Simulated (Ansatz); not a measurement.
Born–Oppenheimer molecular dynamics of FH$_{4}$NSn (7 atoms, charge 0, multiplicity 1). It starts at the highest image of a converged band. Of that band: Neighbouring images differ by up to 1.2 eV, so the band resolves the path poorly. A vibrational analysis at the climbing image gives one clearly imaginary mode, 133i cm⁻¹: a first-order saddle point.

Method: RKS r2SCAN/def2-mTZVP (Ansatz 0.2.0).

| Property | Result |
| --- | --- |
| ensemble | NVE (velocity Verlet) |
| time step | 0.5 fs |
| steps asked | 200 |
| starting velocities drawn for | 300 K |
| seed | 11272 |

First frame:

```xyz
7
Properties=species:S:1:pos:R:3
Sn -0.892 -0.109 -0.148
F 1.118 0.089 1.608
N 0.920 -0.172 -0.832
H 1.366 -0.009 0.618
H -2.155 0.974 -0.611
H -1.444 -1.327 0.899
H 1.087 0.553 -1.534
```

Problem. How far do the bonds stretch over the last three quarters of this one trajectory? (Pairs bonded in most of those frames.)

Solution. 
| bond | mean (Å) | spread (Å) | shortest | longest |
| --- | --- | --- | --- | --- |
| Sn1–N3 | 1.932 | 0.026 | 1.90 | 1.97 |
| Sn1–H5 | 1.730 | 0.047 | 1.66 | 1.80 |
| Sn1–H6 | 1.705 | 0.054 | 1.62 | 1.79 |
| F2–H4 | 1.000 | 0.027 | 0.96 | 1.09 |
| N3–H7 | 1.027 | 0.012 | 1.01 | 1.05 |

Mean temperature of the second half: 143 K. The conserved energy stayed within 0.11 meV per atom of its start (net change 0.062 meV per atom), so the integration is sound. The temperature averaged 0.48 of the 300 K drawn at the start: a run that starts near a minimum puts about half its kinetic energy into the potential. A run of 0.1 ps of so small a system gives no equilibrium averages. The orbitals stay closed-shell, which can raise the energy where a bond breaks towards radicals; this wasn't checked here.

Time of the run: 6.2 min on 2 threads of Arm Neoverse V2 (shared host), peak memory 0.16 GiB.
